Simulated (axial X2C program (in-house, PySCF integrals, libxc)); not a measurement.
# Spectroscopic constants of InTe⁺

Calculated with an in-house all-electron X2C program for linear molecules (integrals from PySCF). Spin-free means the one-electron spin-free X2C Hamiltonian; two-component (2c) means X2C with spin–orbit coupling and atomic mean-field two-electron Coulomb terms, the Gaunt term switched off, so the difference of the two also holds small scalar two-electron terms. Basis: Te dyall-v2z [9s9p7d], In dyall-v2z [9s10p7d] (cores contracted in-house); Gaussian nuclei, density fitting, unrestricted open shells. Masses: Te 129.906 u, In 114.904 u.

Input:
```json
{"zs": [52, 49], "q": 1, "bas": ["dyall-v2z", "dyall-v2z"], "levels": ["PBE0", "HF", "B97-3", "LDA"], "cc": false, "r0": 2.64, "npts": 10, "nst": 2, "ntry": 6, "opt": {"gaunt": 0}}
```
```bash
python so2c.py task.json out
```

Keys: zs atomic numbers; q charge; bas basis sets; levels methods; cc coupled cluster on or off; r0 starting distance in Å; npts points on the curve; nst determinants followed; ntry starts of the search; gaunt Gaunt term on or off. HF also brings MP2.

State, spin-free: M_S = 1, Λ = 0 (beyond evenly filled blocks: π+α, π-α); electrons by block: σα: 21, σβ: 21, π+α: 11, π+β: 10, π-α: 11, π-β: 10, δ+α: 4, δ+β: 4, δ-α: 4, δ-β: 4. Fragments: Te + In+.

State, 2c: Ω = 1 (⟨Sz⟩ = 0.84, ⟨Lz⟩ = 0.16 at HF); electrons by block: 1/2: 31, -1/2: 32, 3/2: 15, -3/2: 14, 5/2: 4, -5/2: 4. Fragments: Te + In+.

```
Hamiltonian  level  Re (Å)  ωe (cm⁻¹)  ωexe (cm⁻¹)  De (eV)  k (mdyn/Å)  μ (D)
  spin-free   PBE0   3.367       85.0        0.328    0.766        0.26   3.56
  spin-free     HF   3.587       64.7        0.295    0.468        0.15   5.15
  spin-free    MP2   3.428       78.2        0.309    0.620        0.22    n/a
  spin-free  B97-3   3.448       77.2        0.288    0.654       0.214   4.02
  spin-free    LDA   3.252       96.4         0.31    0.994       0.334   2.73
         2c     HF   3.597       59.7        0.324    0.346       0.128   5.48
```

Correlated methods: 28 electrons correlated (number of frozen shells: Te 4 s, 3 p, 1 d; In 4 s, 3 p, 1 d), 122 virtual spin orbitals or spinors in MP2.

Dipoles are positive if In is the positive end and refer to the centre of mass.

One determinant describes the state; a PBE0 search over occupations chose it and may have missed a lower one. De is counted from the lowest determinant-based energies of the atoms at the same level, without counterpoise correction. Other states lie close and PBE0, whose exact exchange favours high spin, may order them wrongly; the determinant shown need not be the ground state. The nearest other spin-free determinant of the search, M_S = 1, Λ = 1, lies 0.48 eV up at the distance of the search. The functionals have no current-density term, which raises determinants with orbital currents, atoms included. With several unpaired electrons one determinant need not be a pure state. Open-shell Ω = 0 determinants with evenly filled partner blocks cannot be reached by this program, so the Ω shown need not be the lowest component. At some level and bond length an empty orbital lies below a filled one. This is the Ω = 1 component of a π² triplet; the 0⁺ component is not one determinant and can lie lowest.

No reliable constants came from B97-3 (2c), LDA (2c), MP2 (2c), PBE0 (2c): no minimum in range, unconverged points, a curve that is not smooth, a change of character along it, or the two Hamiltonians disagreeing along it.

Rough cost a point (2c) on 1 thread(s) of a shared host, integrals apart: HF 1 s.

The whole task took 2.4 min on 1 thread of Arm Neoverse N1, on a shared host.
